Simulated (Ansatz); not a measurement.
PBE exchange is replaced step by step with exact exchange (0 % is PBE, 25 % PBE0; no dispersion term), basis def2-TZVP, Ansatz. System: H3W2 (the lowest doublet isomer of a short search). The state is a doublet with charge 0. Geometry: PBE-D4/def2-TZVP.

Geometry of the doublet:

Cartesian coordinates in Å:
```
W 0.517 0.583 0.463
W -0.493 -1.294 0.007
H 2.073 -0.150 0.347
H -2.007 -0.503 0.134
H -0.089 1.364 -0.950
```

In the def2 sets W takes a core potential; there is no spin–orbit coupling. At PBE-D4/def2-TZVP, PBE with 5 % exact exchange/def2-TZVP, PBE with 10 % exact exchange/def2-TZVP, PBE with 15 % exact exchange/def2-TZVP and others the charge 0 doublet is spin-contaminated (final ⟨S²⟩ up to 2.01, 0.75 for a pure state). The geometry of the doublet was relaxed on an unsound state (⟨S²⟩ 1.26, where a pure state has 0.75). The structure comes from a short search, and lower isomers may exist.

HOMO and LUMO are taken over both spins.

```csv
exact exchange (%),HOMO (eV),LUMO (eV),gap (eV),⟨S²⟩
0,-4.48,-3.14,1.34,1.258
10,-4.93,-2.74,2.19,1.448
15,-5.17,-2.56,2.61,1.525
25,-5.66,-2.20,3.46,1.660
35,-6.14,-1.85,4.29,1.793
50,-6.83,-1.36,5.47,2.013
```

Task: Estimate the row for 5 %.

Result: 
```
exact exchange (%)  HOMO (eV)  LUMO (eV)  gap (eV)   ⟨S²⟩
                 5      -4.70      -2.94      1.76  1.361
```
